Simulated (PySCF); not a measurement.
`C=C=C=C(C)C(=O)C(F)(F)F`: 4 charge schemes on one density

Species: C₇H₅F₃O.
Geometry (GFN2-xTB, Å), atoms numbered from 1 in this order:
```
atom  x, y, z in Å
C1     2.5233    0.9920    1.7216
C2     1.5481    0.3900    1.0863
C3     0.6101   -0.1648    0.4681
C4    -0.3790   -0.7688   -0.1839
C5    -0.5804   -2.2525   -0.1518
C6    -1.3302   -0.0017   -0.9721
O7    -2.2580   -0.4568   -1.5957
C8    -1.0848    1.5366   -0.9783
F9    -1.9878    2.1794   -1.7157
F10   -1.1396    2.0610    0.2591
F11    0.1257    1.8506   -1.4736
H12    3.2381    0.4395    2.3093
H13    2.6370    2.0626    1.6738
H14    0.1810   -2.7328    0.4558
H15   -0.5443   -2.6482   -1.1660
H16   -1.5668   -2.4771    0.2518
```

Density: PBE0/pcSseg-1 (PySCF); schemes: Mulliken, IAO, Hirshfeld and ESP-fitted. One conformer (not necessarily the lowest) at the GFN2-xTB geometry, without solvent, vibrations or thermal averaging.

Tabulate the Mulliken, IAO, Hirshfeld and ESP-fitted charges.

In e:

| atom | environment | Mulliken | IAO | Hirshfeld | ESP-fitted |
| --- | --- | --- | --- | --- | --- |
| C1 | outer carbon of cumulated double bonds | -0.136 | -0.286 | -0.051 | -0.484 |
| C2 | central carbon of cumulated double bonds | -0.174 | 0.000 | -0.015 | +0.275 |
| C3 | central carbon of cumulated double bonds | +0.303 | -0.004 | -0.017 | -0.391 |
| C4 | outer carbon of cumulated double bonds | -0.517 | -0.053 | -0.002 | +0.310 |
| C5 | methyl carbon | -0.139 | -0.418 | -0.112 | -0.539 |
| C6 | ketone carbonyl carbon | +0.230 | +0.320 | +0.127 | +0.250 |
| O7 | ketone oxygen | -0.320 | -0.370 | -0.204 | -0.379 |
| C8 | CF3 carbon | +0.808 | +0.762 | +0.249 | +0.620 |
| F9 | fluorine of a CF3 group | -0.252 | -0.260 | -0.087 | -0.203 |
| F10 | fluorine of a CF3 group | -0.270 | -0.279 | -0.096 | -0.217 |
| F11 | fluorine of a CF3 group | -0.270 | -0.279 | -0.096 | -0.216 |
| H12 | hydrogen on C1 | +0.161 | +0.184 | +0.072 | +0.228 |
| H13 | hydrogen on C1 | +0.165 | +0.187 | +0.074 | +0.232 |
| H14 | methyl hydrogen | +0.126 | +0.160 | +0.051 | +0.179 |
| H15 | methyl hydrogen | +0.144 | +0.168 | +0.054 | +0.168 |
| H16 | methyl hydrogen | +0.144 | +0.168 | +0.054 | +0.168 |

Mean size of the charges over all atoms: ESP-fitted 0.304 e, Mulliken 0.260 e, IAO 0.244 e, Hirshfeld 0.085 e. Each set sums to the total charge, 0, to within 0.001 e. The IAO scheme counts the electrons in orthogonalised intrinsic atomic orbitals, a minimal basis polarised so that it spans the occupied orbitals exactly.

Lowest charge. The schemes don't all agree: Mulliken C4 (-0.517); IAO C5 (-0.418); Hirshfeld O7 (-0.204); ESP-fitted C5 (-0.539).

Highest charge. All schemes agree: Mulliken C8 (+0.808); IAO C8 (+0.762); Hirshfeld C8 (+0.249); ESP-fitted C8 (+0.620).

How closely do the schemes follow one another over all atoms?

Correlation coefficient and root-mean-square difference: IAO with Hirshfeld 0.97, 0.200 e; IAO with ESP-fitted 0.86, 0.168 e; Mulliken with IAO 0.85, 0.169 e; Hirshfeld with ESP-fitted 0.83, 0.251 e; Mulliken with Hirshfeld 0.82, 0.232 e; Mulliken with ESP-fitted 0.49, 0.327 e.

How many electrons does the Mulliken scheme count on O7?

Z − q = 8 − (-0.320) = 8.320.

Sum the charges by element, for elements with more than one atom.

```csv
element,atoms,Mulliken,IAO,Hirshfeld,ESP-fitted
C,7,+0.374,+0.320,+0.179,+0.040
F,3,-0.793,-0.818,-0.279,-0.637
H,5,+0.739,+0.868,+0.303,+0.975
```

These values come from a run that also computed NMR shieldings. Time: 34 s; peak memory 0.94 GiB. Hardware: one thread, Arm Neoverse V2 (aarch64), no GPU, shared host with 48 logical CPUs at a one-minute load of 10.
